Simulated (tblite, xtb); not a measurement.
H$_{2}$Si$_{2}$ (SMILES [Si]=[SiH2]), singlet, geometry from GFN2-xTB. Base run: GFN1-xTB run with xtb 6.7.1.

Geometry (Å):
```xyz
4

Si    -0.9241     0.2350     0.0785
Si     1.1853    -0.2553    -0.1290
H     -2.0811     1.1135    -0.1818
H     -1.5763    -0.8304     0.8897
```
All else is at xtb's defaults.
Base energy -4.59090 Eh.

Programs used: tblite, xtb; a row that names a program was run with it.

Variants of this job, named by their change:

| change | ΔE vs base (mEh) | HOMO-LUMO gap (eV) | dipole (D) | SCF cycles |
|---|---|---|---|---|
| base | 0.000 | 0.47 | 2.49 | 9 |
| acc = 0.1 | 0.000 | 0.47 | 2.49 | 11 |
| acc = 30 | 0.000 | 0.47 | 2.49 | 7 |
| program = tblite; method = gfn1; option = (--efield, 0,0,0.1) | 0.201 | - | - | - |
| program = tblite; method = gfn1; option = (--alpb, water) | -1.233 | - | - | - |
| acc = 0.0001 | 0.000 | 0.47 | 2.49 | 13 |
| alpb = cs2 | 5.639 | 0.49 | 2.88 | 10 |
| program = tblite; method = gfn1; option = (--guess, eeq) | 0.000 | - | - | - |
| etemp = 10000 | -93.289 | 0.52 | 0.90 | 8 |

ALPB and GBSA are two models with their own fitted parameters for each solvent, which aren't always the measured dielectric constant.
